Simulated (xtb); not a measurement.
Species: [W(OH)2(CH3)4] (charge 0, multiplicity 1).

Task: Give a relaxed geometry from GFN2-xTB run with xtb.

Result: One answer among several that fit: the end point of this relaxation, one of several conformers.
Cartesian coordinates (Å) in one orientation:
```xyz
21

W      0.009     0.025    -0.015
O      0.780     1.725    -0.019
H      1.210     2.585     0.025
O     -0.436     0.111    -1.825
H     -0.709     0.114    -2.748
C      0.480    -0.117     2.221
H     -0.296    -0.590     2.847
H      0.621     0.878     2.684
H      1.399    -0.664     2.488
C      2.052    -0.861    -0.523
H      2.246    -0.792    -1.607
H      2.243    -1.914    -0.278
H      2.890    -0.317    -0.059
C     -0.875    -2.087     0.035
H     -0.866    -2.569    -0.961
H     -1.928    -2.163     0.354
H     -0.354    -2.813     0.683
C     -2.034     0.921     0.481
H     -2.022     2.012     0.310
H     -2.421     0.809     1.502
H     -2.849     0.552    -0.162
```
